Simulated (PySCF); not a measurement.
C2H7BS2.
Z-matrix (Å and degrees, PBE0-D3(BJ)/def2-SVP geometry), rows numbered from 1:
```
C 
S   1  1.8147
B   2  1.7797  1  104.24
S   3  1.7854  2  122.26  1    -0.46
C   4  1.8171  3  102.97  2   178.79
H   1  1.0975  2  107.45  3  -176.20
H   1  1.0991  2  110.74  3    64.50
H   1  1.0991  2  110.70  3   -56.87
H   3  1.2057  2  116.47  1   179.76
H   5  1.0979  4  107.26  3   172.96
H   5  1.0978  4  110.69  3   -68.17
H   5  1.0974  4  110.80  3    53.95
```

Level: CAM-B3LYP/def2-SVPD in PySCF, non-relativistic, on one gas-phase PBE0-D3(BJ)/def2-SVP geometry that isn't relaxed in the solvent. The solvent is an IEF-PCM continuum (cavity from Bondi-type radii × 1.2), and excitations are vertical TDDFT with non-equilibrium linear response and a frozen core. Specific hydrogen bonds and non-electrostatic terms are outside this model.

Gas-phase singlets (H = HOMO, L = LUMO):

```json
{"state": "S1", "E (eV)": "5.507", "λ (nm)": "225", "f": "0.247", "leading configurations": "H→L 96%"}
{"state": "S2", "E (eV)": "6.137", "λ (nm)": "202", "f": "0.001", "leading configurations": "H→L+1 68%, H→L+2 13%"}
{"state": "S3", "E (eV)": "6.299", "λ (nm)": "197", "f": "0.006", "leading configurations": "H→L+2 52%, H-2→L 13%"}
{"state": "S4", "E (eV)": "6.459", "λ (nm)": "192", "f": "0.000", "leading configurations": "H-2→L 81%, H→L+2 9%"}
{"state": "S5", "E (eV)": "6.737", "λ (nm)": "184", "f": "0.002", "leading configurations": "H→L+3 50%, H→L+1 12%"}
```

Q: How does the list change in chloroform (ε = 4.711)?

A: 
```csv
state,E (eV),λ (nm),f,leading configurations,change by rank (eV)
S1,5.407,229,0.323,H→L 96%,-0.100
S2,6.196,200,0.002,H→L+1 75%,+0.059
S3,6.358,195,0.008,"H-2→L 56%, H→L+2 29%",+0.059
S4,6.457,192,0.005,"H→L+2 44%, H-2→L 38%",-0.002
S5,6.724,184,0.007,"H→L+3 48%, H→L+1 11%",-0.013
```

Q: The ground-state energy changes by -0.100 eV from gas to chloroform. By how much does the total energy of gas-phase S1 change?

A: E(S1) = E(S0) + excitation energy, so it changes by -0.100 − 0.100 = -0.200 eV: it is lowered more than the ground state, which is what a red shift means. This is the vertical state, with the slow part of the continuum still set for S0.

Q: How do the frontier levels move from gas to chloroform?

A: 
```tsv
orbital	gas (eV)	solvent (eV)	change (eV)	Löwdin shares, gas	Löwdin shares, solvent
LUMO+2	1.15	1.27	+0.12	S4 36 %, S2 19 %, C5 10 %, H10 7 %	S4 34 %, S2 30 %, C5 8 %, H10 6 %
LUMO+1	0.94	1.01	+0.07	B3 25 %, S4 24 %, S2 15 %, C1 7 %	B3 26 %, S4 24 %, S2 18 %, C1 8 %
LUMO	0.37	0.35	-0.02	B3 41 %, S4 21 %, S2 20 %, H9 8 %	B3 42 %, S4 22 %, S2 21 %, H9 8 %
HOMO	-8.16	-8.19	-0.03	S2 40 %, S4 36 %, B3 9 %, C5 6 %	S2 38 %, S4 37 %, B3 9 %, C5 6 %
HOMO-1	-9.58	-9.59	-0.01	S4 32 %, S2 28 %, B3 20 %, C1 7 %	S4 30 %, S2 29 %, B3 19 %, C1 7 %
HOMO-2	-9.82	-9.82	0.00	S4 34 %, S2 26 %, B3 16 %, C1 8 %	S4 36 %, S2 24 %, B3 16 %, C1 8 %
HOMO-3	-10.32	-10.33	-0.01	S2 34 %, S4 23 %, B3 16 %, C5 9 %	S2 36 %, S4 21 %, B3 16 %, C5 9 %
```

The HOMO–LUMO gap goes from 8.53 to 8.54 eV.
